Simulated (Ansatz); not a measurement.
Consider the hydrogenolysis of a Ge–O bond: `[F][GeH2][O][GeH3]` + H₂ → `[F][GeH3]` + `[OH][GeH3]`.

Program: Ansatz. Geometries: PBE0-D4/def2-TZVP. ΔE: electronic, gas phase. CCSD(T)/CBS is the MP2 limit (def2-TZVPP, def2-QZVPP) plus CCSD(T) − MP2 in def2-TZVPP, frozen cores. This one scheme is used for every species. Functionals use def2-TZVPP. B3LYP here is the variant with VWN-RPA as its local correlation; programs differ in this. For Ge outer-core shells are correlated without core-valence functions, which leaves a few kJ/mol of doubt a bond. Scalar relativity is left out up to krypton. One conformer a species, not always the lowest.

`[F][GeH2][O][GeH3]`:

Cartesian coordinates in Å:
```
F 1.941 0.826 0.827
Ge 0.259 1.268 0.921
O -0.536 0.506 -0.437
Ge -0.412 -1.192 -0.970
H 0.169 2.784 0.738
H -0.239 0.700 2.257
H 0.785 -1.318 -1.922
H -1.737 -1.487 -1.685
H -0.231 -2.087 0.269
```

H₂:

Z-matrix (Å, degrees):
```
H
H 1 0.746
```

`[F][GeH3]`:

```xyz
5

F     0.186   -0.503    1.561
Ge   -0.010    0.028   -0.086
H    -0.767   -1.092   -0.810
H    -0.813    1.333   -0.023
H     1.404    0.234   -0.642
```

`[OH][GeH3]`:

```xyz
6

O    -0.840    0.200    1.067
Ge    0.360    0.064   -0.245
H    -1.592   -0.382    0.941
H     1.458    1.058    0.143
H    -0.289    0.438   -1.591
H     0.902   -1.377   -0.314
```

```json
{"level": "PBE-D4", "ΔE (kJ/mol)": "31.0", "difference from CCSD(T)/CBS": "-8.7"}
{"level": "r2SCAN-D4", "ΔE (kJ/mol)": "38.8", "difference from CCSD(T)/CBS": "-0.9"}
{"level": "ωB97X-V", "ΔE (kJ/mol)": "36.3", "difference from CCSD(T)/CBS": "-3.4"}
{"level": "B3LYP", "ΔE (kJ/mol)": "26.3", "difference from CCSD(T)/CBS": "-13.4"}
{"level": "HF/def2-TZVPP", "ΔE (kJ/mol)": "28.7", "difference from CCSD(T)/CBS": "-11.0"}
{"level": "MP2/def2-TZVPP", "ΔE (kJ/mol)": "46.6", "difference from CCSD(T)/CBS": "6.9"}
{"level": "CCSD/def2-TZVPP", "ΔE (kJ/mol)": "36.3", "difference from CCSD(T)/CBS": "-3.4"}
{"level": "HF/CBS(def2)", "ΔE (kJ/mol)": "29.2", "difference from CCSD(T)/CBS": "-10.5"}
{"level": "MP2/CBS(def2)", "ΔE (kJ/mol)": "46.1", "difference from CCSD(T)/CBS": "6.4"}
{"level": "CCSD/CBS(def2)", "ΔE (kJ/mol)": "35.8", "difference from CCSD(T)/CBS": "-3.9"}
{"level": "CCSD(T)/CBS", "ΔE (kJ/mol)": "39.7", "difference from CCSD(T)/CBS": "0"}
```

Largest T1 diagnostic among the species: 0.012.

The D4 term adds +10.1 kJ/mol with B3LYP and +5.6 kJ/mol with PBE0; it sums over pairs of atoms, weighted by their polarisabilities, and B3LYP, whose exchange is more repulsive, gets the larger term. In def2-TZVPP, CCSD(T) changes the Hartree–Fock value by +11.5 kJ/mol (the triples alone add +3.9 kJ/mol) and MP2 by +17.9 kJ/mol.
